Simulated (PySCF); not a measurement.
H₃ClSe₃Sn, SMILES [Cl][Sn]([SeH])([SeH])[SeH], B3LYP/def2-SVP optimised geometry.

```
8

Cl    -1.52    -2.24     2.02
Sn    -0.82    -1.20     0.00
Se     1.75    -1.20     0.00
Se    -1.78    -2.59    -1.94
Se    -1.76     1.20     0.00
H      1.76     0.22    -0.43
H     -0.47    -2.55    -2.62
H     -2.30     0.99    -1.36
```

Density from B3LYP/def2-TZVP, def2 effective core potentials past Kr (PySCF) at that geometry. The core electrons that the potentials of Sn replace are not part of the density.

Minimum of the electron density along straight lines between bonded atoms, close to the bond critical point (lines longer than 1.1 times the sum of covalent radii, or with two minima, are not listed):

```tsv
bond	length / Å	ρ at the minimum / e bohr⁻³	∇²ρ there / e bohr⁻⁵	position (fraction from the first atom)
Cl1–Sn2	2.377	0.082	0.15	0.53
Sn2–Se3	2.569	0.073	0.04	0.47
Sn2–Se4	2.570	0.073	0.04	0.47
Sn2–Se5	2.570	0.073	0.04	0.47
Se3–H6	1.477	0.173	-0.31	0.63
Se4–H7	1.477	0.173	-0.31	0.63
Se5–H8	1.477	0.173	-0.31	0.63
```
